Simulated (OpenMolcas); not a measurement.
## Ta3+: from RASSCF to RASPT2

* Program: OpenMolcas 26.06
* Basis: ANO-RCC-VTZP [8s7p5d3f2g1h]
* Scalar Hamiltonian: DKH2, point nucleus
* Active space: 8 electrons in 8 orbitals (RAS1 5p, at most 2 holes; RAS2 5d)
* State averaging: 2S+1 = 3 even, 10 roots; 2S+1 = 1 even, 15 roots
* Spin-orbit coupling: state interaction with AMFI integrals over the reference wave functions, term energies averaged over their components

Methods on the same reference wave functions:
A. RASSCF
B. SS-RASPT2, IPEA 0.25 Eh, imaginary shift 0.1 Eh (closed shells correlated: 5s)

Energies in eV above 5d² ³F₂.

| Level | A | B |
| --- | --- | --- |
| 5d² ³F₂ | 0.0000 | 0.0000 |
| 5d² ³F₃ | 0.6077 | 0.650 |
| 5d² ³F₄ | 1.1734 | 1.200 |
| 5d² ³P₀ | 1.5942 | 1.483 |
| 5d² ¹D₂ [57 %] | 1.6762 | 1.388 |
| 5d² ³P₁ | 1.9218 | 1.839 |
| 5d² ³P₂ [62 %] | 2.5815 | 2.400 |
| 5d² ¹G₄ | 2.7043 | 2.473 |
| 5d² ¹S₀ | 5.1447 | 4.577 |

From A to B the spin-free energies of the other terms of 5d² shown, above ³F, scale by factors of 0.58 to 0.90.

The lowest spin-free term lies below A's lowest term by 0.177 hartree in B.

CASPT2 does not keep the components of a term degenerate, so their means are used; among the terms shown or strongly mixed into the levels shown the widest spread is 340 cm-1 (5d² ¹G, B). Active for correlation alone: 5p; no level in the range computed is led by a configuration that opens it, so any true level of that kind is missing. Without dynamic correlation excited terms often stand tens of per cent too high (terms of higher spin than the ground term too low), and those without a measured partner can miss by more than the paired ones (holds for A). Only configurations of the active space appear.

A share in square brackets marks a mixed level and gives the weight of the term that names it, the lowest over the columns.
